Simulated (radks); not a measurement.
Polarisability of neutral strontium, [Kr] 5s2, at imaginary frequency. All-electron calculation, non-relativistic Kohn-Sham, LB94 model potential, spin-unpolarised, spherical densities, point nucleus; relativity is left out, which matters for an element this heavy. Program: a radial shooting solver on a logarithmic mesh with Libxc functionals. Response by self-consistent Sternheimer equations with the Hartree and adiabatic LDA kernel.

w (hartree)  alpha1(iw) (bohr^3)  alpha2(iw) (bohr^5)
0.00266                    151.8                 4337
0.0143                     149.7                 4026
0.0360                     139.2                 3125
0.0697                     113.5                 2278
0.118                      78.13                 1641
0.186                      47.31                 1094
0.280                      27.35                663.4
0.413                      16.07                373.5
0.605                      9.774                200.1
0.892                      5.990                103.1
1.35                       3.472                50.54
2.12                       1.780                22.63
3.59                      0.7729                8.574
6.94                      0.2758                2.434
17.5                     0.06616               0.4016

Static values: alpha1 = 151.9 bohr^3 (22.51 angstrom^3; uncoupled 274.6), alpha2 = 4350 bohr^5, alpha3 = 75260 bohr^7. C6 = 2173, C8 = 248400, triple-dipole C9 = 239700 atomic units. One-pole (London) frequency 4 C6 / (3 alpha1^2) = 0.126 hartree, against 0.227 for minus the highest occupied eigenvalue. Recommended static value: 197.2 bohr^3 (Schwerdtfeger and Nagle, 2023 table).
